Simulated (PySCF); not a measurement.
Vertical excitations of a molecule C₂H₇FSi₂ from TDDFT-PBE/def2-SVPD run with PySCF 2.14.0, as energy in eV (oscillator strength): 5.58 (0.161), 6.02 (0.005), 6.21 (0.007), 6.27 (0.008), 6.39 (0.059), 6.55 (0.020), 6.63 (0.010), 6.84 (0.037), 7.00 (0.015), 7.08 (0.015). Lowest triplet (TDA): 4.09 eV. Coordinates come from a B3LYP-D3(BJ)/def2-SVP optimisation. The values are those of a single conformer.

**Question.** Which structure fits?
(A) F[Si@@H]1CC[SiH2]1
(B) F[SiH]1C[SiH2]C1
(C) C=C([SiH3])[SiH2]F
(D) F/C=C\[SiH2][SiH3]

**Answer.** D, F/C=C\[SiH2][SiH3]
